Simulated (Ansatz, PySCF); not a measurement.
Zn(Cl)(OSiH3) (ClH3OSiZn), SMILES [SiH3][O][Zn][Cl]. Atoms are numbered in the order given.

```xyz
7

Zn    -0.2286     0.2200     0.4534
Cl    -1.6876     1.5311     1.2076
O      1.0236    -0.9021    -0.0847
Si     1.6838    -1.5282    -1.4601
H      0.6652    -2.2618    -2.2773
H      2.7713    -2.4828    -1.0994
H      2.2666    -0.4574    -2.3302
```

The structure is a stationary point at B3LYP-D3(BJ)/def2-SVP. The structure was generated by enumeration; whether it is a known compound was not checked. One conformer was computed; it need not be the lowest.

Two levels are set side by side: PBE-D3(BJ)/def2-SVP (Ansatz, a program for electronic structure) and B3LYP-D3(BJ)/def2-SVP (Ansatz). Each level has its own optimised geometry; the coordinates shown are those of the second. Frequencies come from the Hessian of PySCF at each geometry. Differences are taken from unrounded values.

```json
[
 {"quantity": "mean bond length (Å)", "B3LYP-D3(BJ)": "1.667", "PBE-D3(BJ)": "1.677", "PBE-D3(BJ) minus B3LYP-D3(BJ)": "0.010"},
 {"quantity": "bond Zn1–Cl2 (Å)", "B3LYP-D3(BJ)": "2.101", "PBE-D3(BJ)": "2.098", "PBE-D3(BJ) minus B3LYP-D3(BJ)": "-0.003"},
 {"quantity": "bond Zn1–O3 (Å)", "B3LYP-D3(BJ)": "1.765", "PBE-D3(BJ)": "1.774", "PBE-D3(BJ) minus B3LYP-D3(BJ)": "0.008"},
 {"quantity": "bond O3–Si4 (Å)", "B3LYP-D3(BJ)": "1.649", "PBE-D3(BJ)": "1.666", "PBE-D3(BJ) minus B3LYP-D3(BJ)": "0.017"},
 {"quantity": "bond Si4–H5 (Å)", "B3LYP-D3(BJ)": "1.498", "PBE-D3(BJ)": "1.511", "PBE-D3(BJ) minus B3LYP-D3(BJ)": "0.013"},
 {"quantity": "bond Si4–H6 (Å)", "B3LYP-D3(BJ)": "1.491", "PBE-D3(BJ)": "1.504", "PBE-D3(BJ) minus B3LYP-D3(BJ)": "0.013"},
 {"quantity": "bond Si4–H7 (Å)", "B3LYP-D3(BJ)": "1.498", "PBE-D3(BJ)": "1.511", "PBE-D3(BJ) minus B3LYP-D3(BJ)": "0.014"},
 {"quantity": "highest harmonic wavenumber (cm⁻¹)", "B3LYP-D3(BJ)": "2223", "PBE-D3(BJ)": "2169", "PBE-D3(BJ) minus B3LYP-D3(BJ)": "-54"},
 {"quantity": "mean harmonic wavenumber (cm⁻¹)", "B3LYP-D3(BJ)": "887", "PBE-D3(BJ)": "860", "PBE-D3(BJ) minus B3LYP-D3(BJ)": "-27"},
 {"quantity": "zero-point energy (kcal/mol)", "B3LYP-D3(BJ)": "19.02", "PBE-D3(BJ)": "18.44", "PBE-D3(BJ) minus B3LYP-D3(BJ)": "-0.58"}
]
```

GGA bonds tend to be longer and softer than those of functionals with exact exchange. Differences between two approximate levels are no errors against the true value.
